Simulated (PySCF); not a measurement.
ClH6NSi3, SMILES [SiH2]1N[SiH2][SiH]1Cl.

The structure is a stationary point at PBE0-D3(BJ)/def2-SVP. This is a generated structure with no PubChem entry under its InChIKey; it may be hypothetical.

These are TDDFT-PBE/def2-SVPD (PySCF) values and carry that method's errors.

Vertical excitations. The molecule is in vacuum. State labels are in the subgroup Cs.

Computed excitation energies, oscillator strengths and character:
```
state  symmetry  energy (eV)  λ (nm)      f           main pairs
-----  --------  -----------  ------  -----  -------------------
S1           A"         4.63     268  0.003       HOMO→LUMO 99 %
S2           A'         4.69     264  0.001     HOMO−1→LUMO 92 %
S3           A'         4.90     253  0.002   HOMO−1→LUMO+1 92 %
S4           A"         4.96     250  0.072     HOMO→LUMO+1 97 %
S5           A'         5.60     221  0.003     HOMO−2→LUMO 95 %
S6           A"         5.67     219  0.000  HOMO−1→LUMO+2 100 %
S7           A'         5.84     212  0.001   HOMO−2→LUMO+1 91 %
S8           A'         5.86     211  0.003   HOMO−1→LUMO+3 98 %
S9           A"         5.89     210  0.002     HOMO→LUMO+3 97 %
S10          A'         6.04     205  0.154     HOMO→LUMO+2 86 %
T1           A"         4.12     301      0       HOMO→LUMO 99 %
T2           A'         4.37     284      0    HOMO−1→LUMO 100 %
T3           A"         4.42     280      0     HOMO→LUMO+1 99 %
T4           A'         4.63     268      0  HOMO−1→LUMO+1 100 %
```
Triplets are in the Tamm–Dancoff approximation, which puts them higher than full response would, so one can lie above its singlet here.
